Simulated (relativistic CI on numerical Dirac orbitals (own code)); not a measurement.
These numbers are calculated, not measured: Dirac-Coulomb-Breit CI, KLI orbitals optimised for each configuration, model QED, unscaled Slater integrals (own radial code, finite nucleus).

The strongest absorption lines from the ground level of an ion, among the configurations computed and to levels below about 853 eV (vacuum wavelength in nm, gf): 2.6545 (0.72), 2.6832 (0.75), 2.6914 (1.2), 2.8797 (0.046), 3.2371 (0.21), 4.1995 (0.71), 4.2513 (0.35), 4.6832 (0.022).

Which ion is it?
A. Ho XLIX
B. Re LIX
C. Ho LI
D. Lu LV

C. Ho LI has 17 electrons and the ground level 3s²3p⁵ ²P°3/2; the strongest line goes to 3s²3p⁴3d ²D5/2. The pattern of lines fixes the number of electrons, and along that sequence the line energies rise steadily with the charge (about as its square where n changes within one kind of shell, about linearly where n is kept but much faster in heavy ions where fine structure, which grows about as Z⁴, sets the gap, and irregularly where shells cross), which fixes Z. Configurations outside the model, such as inner-shell arrays, can give stronger lines. At this charge energies of transitions that change n are usually good to better than 1 %, and those within a shell (Δn = 0) to a few per cent.

LS names give the leading component of a level, which can be under half, so a name can repeat, a term be missing and a line seem to break the LS rules.
